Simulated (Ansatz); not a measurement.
System: C$_{6}$H$_{12}$, net charge 0, singlet state. SMILES: CC/C=C\CC
Coordinates optimised at B3LYP-D3(BJ)/def2-TZVP (Ansatz, a first-principles code):
```xyz
18

C      2.7611    -0.2245    -0.0421
C      1.4339     0.0940    -0.7403
C      0.5363     0.9440     0.1078
C     -0.6451     0.6169     0.6274
C     -1.3936    -0.6722     0.4680
C     -2.7115    -0.4876    -0.2933
H      2.5900    -0.8024     0.8679
H      3.4212    -0.8000    -0.6940
H      3.2843     0.6915     0.2411
H      1.6457     0.6272    -1.6736
H      0.9373    -0.8349    -1.0236
H      0.9251     1.9351     0.3297
H     -1.1553     1.3679     1.2260
H     -1.6143    -1.0770     1.4618
H     -0.7802    -1.4188    -0.0380
H     -3.3498     0.2478     0.2014
H     -2.5248    -0.1337    -1.3088
H     -3.2660    -1.4260    -0.3546
```
Charge 0, spin multiplicity 1.

Quantity: atomisation energy (electronic, to ground-state atoms), in kcal/mol. Correlated levels leave the core frozen unless marked. Open shells are spin-unrestricted. Spin-orbit coupling is left out. Non-relativistic. The coupled-cluster limit lacks core correlation, which all-electron functionals hold. Basis-set limits of correlation are two-point, X^-3; Hartree-Fock from the larger set.

```tsv
level	program	atomisation energy (kcal/mol)
HF/cc-pVQZ	Ansatz	1327.6
B3LYP/def2-TZVPD	Ansatz	1732.9
```

Problem. Estimate the value at CCSD(T)/CBS(cc-pVTZ,cc-pVQZ) as computed with Ansatz.

Solution. 1741.6 kcal/mol, so B3LYP/def2-TZVPD differs from it by -8.7 kcal/mol.
